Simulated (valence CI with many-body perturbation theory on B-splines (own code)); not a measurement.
# Hf⁵⁷⁺: fill in the table

Calculated by relativistic CI+MBPT: five valence electrons over a frozen Dirac-Fock core [Ne], a basis of 9 s, 9 p, 8 d, 6 f, 3 g, 1 h functions for each j, with the one-electron correlation potential Σ1, the two-electron term Σ2, the three-electron term Σ3, Breit, model QED; selected CI, second order for the rest (own B-spline code, finite nucleus).

No measured spectrum was set against this ion. As an estimate, large intervals hold to a few tenths of a per cent, small ones and those within an open d or f shell to about a per cent. Among the levels kept, up to 550 cm⁻¹ of a level comes from second order outside the variational space, and about a tenth of that is noise between levels of different J, which matters for small intervals.

```tsv
Level	E (× 10³ cm⁻¹)
(3s^2 3p1/2^2 3p3/2) J=3/2	0.00
(3s^2 3p1/2^2 3d3/2) J=3/2	1787.8
(3s^2 3p1/2 3p3/2^2) J=3/2	2404.7
(3s^2 3p1/2^2 3d5/2) J=5/2	2464.6
(3s^2 3p1/2 3p3/2^2) J=5/2	2497.1
(3s^2 3p1/2 3p3/2^2) J=1/2	2616.6
(3s 3p1/2^2 3p3/2^2) J=5/2	?
(3s 3p1/2^2 3p3/2^2) J=3/2	?
(3s 3p1/2^2 3p3/2^2) J=1/2	3997.7
(3s^2 3p1/2 3p3/2 3d3/2) J=5/2 [a]	4173.4
(3s^2 3p1/2 3p3/2 3d3/2) J=1/2 [a]	?
(3s^2 3p1/2 3p3/2 3d3/2) J=3/2 [a]	?
(3s^2 3p1/2 3p3/2 3d3/2) J=7/2	4269.4
(3s^2 3p1/2 3p3/2 3d3/2) J=5/2 [b]	?
(3s^2 3p1/2 3p3/2 3d3/2) J=1/2 [b]	4577.2
(3s^2 3p1/2 3p3/2 3d3/2) J=3/2 [b]	4580.9
(3s^2 3p1/2 3p3/2 3d5/2) J=7/2 [a]	4752.3
(3s^2 3p1/2 3p3/2 3d5/2) J=3/2 [a]	?
(3s^2 3p1/2 3p3/2 3d5/2) J=9/2	4853.4
(3s^2 3p1/2 3p3/2 3d5/2) J=5/2 [a]	4874.9
```

Levels are named by their leading jj configuration (3d3/2^4 stands for four electrons in 3d with j = 3/2), which in mixed levels can hold well under half, so a name can repeat and another be missing. Letters in brackets count levels of one name in rising energy.

Task: The levels stand in rising order. What does the calculation give for the missing energies?

Result: (3s 3p1/2^2 3p3/2^2) J=5/2 3751.4; (3s 3p1/2^2 3p3/2^2) J=3/2 3985.2; (3s^2 3p1/2 3p3/2 3d3/2) J=1/2 [a] 4198.5; (3s^2 3p1/2 3p3/2 3d3/2) J=3/2 [a] 4199.6; (3s^2 3p1/2 3p3/2 3d3/2) J=5/2 [b] 4500.0; (3s^2 3p1/2 3p3/2 3d5/2) J=3/2 [a] 4846.6.
